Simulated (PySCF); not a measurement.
A GIAO shielding run with PySCF 2.14 (density fitting, non-relativistic, gas phase) on `O=CO[Si](O)(O)S[SiH3]`, CH₆O₄SSi₂:

```
$ OMP_NUM_THREADS=1 python probes_run.py task.json out

{"job": {"kind": "nmr", "xc": "PBE0", "basis": "pcSseg-1"}, "charge": 0, "multiplicity": 1}
O     -2.792557    -0.808494    -0.396825
C     -2.164577    -1.008072     0.601182
O     -1.087531    -0.363969     0.972964
Si    -0.324161     0.831774     0.059499
O      0.394001     1.789858     1.134203
O     -1.400026     1.662041    -0.803950
S      1.167833    -0.107873    -1.111745
Si     2.498617    -0.850454     0.416856
H     -2.433321    -1.777198     1.345787
H     -0.100308     2.479567     1.573356
H     -2.055407     1.177580    -1.310002
H      1.775908    -1.801791     1.254366
H      2.999947     0.274495     1.191997
H      3.520904    -1.497936    -0.389804
```

Hardware: 1 thread of an Arm Neoverse N1, shared host. The job also computes population analyses, field gradients.

Question: How large is the calculation?

Answer: 88 electrons, 187 basis functions and 1046 auxiliary functions.

Question: How long does it take, and how much memory does it need?

Answer: 62 s of wall time, with 14 SCF cycles and 5 response iterations; peak memory 0.97 GiB. Times on a shared host scatter by some tens of per cent.
